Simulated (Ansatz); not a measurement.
Reaction: C2H4B (SMILES B[C]=C, doublet) → C2H4B (SMILES [BH]C=C, doublet)
Each species at its own B3LYP-D3(BJ)/def2-TZVP minimum (Ansatz, a first-principles code).

Quantity: isomerisation energy (electronic), in kJ/mol. Radicals and triplets start from unrestricted determinants; spin-orbit coupling is neglected. CBS(X,Y): correlation extrapolated as X^-3, Hartree-Fock from the larger set. A bracket is a step between two methods taken in the basis named. The functionals are non-relativistic, so their misses hold any scalar relativity. Double hybrids freeze cores in their MP2 part. 'core' is core correlation in cc-pwCVTZ, 'X2C' scalar relativity in cc-pVTZ-DK, both at CCSD(T). The UHF reference of C2H4B (B[C]=C, doublet) is spin-contaminated (<S^2> up to 0.11 over the pure value in the sets run). The UHF reference of C2H4B ([BH]C=C, doublet) is spin-contaminated (<S^2> up to 0.17 over the pure value in the sets run).

CCSD(T)/CBS(cc-pVTZ,cc-pVQZ) + [CCSDT(Q) - CCSD(T)]/cc-pVDZ + core + X2C (Ansatz) gives 34.0 kJ/mol.

Question: What does PBE/def2-TZVPD (Ansatz) give here, and how do the other levels compare?

Answer: PBE gives 34.2 kJ/mol, 0.2 kJ/mol above it. Differences of the others: r2SCAN/def2-TZVPD (Ansatz) -2.5; B3LYP/def2-TZVPD (Ansatz) 4.2; B2PLYP/def2-TZVPD (Ansatz) 4.0; CCSD(T)/CBS(cc-pVTZ,cc-pVQZ) + core + X2C (Ansatz) 0.1 kJ/mol.
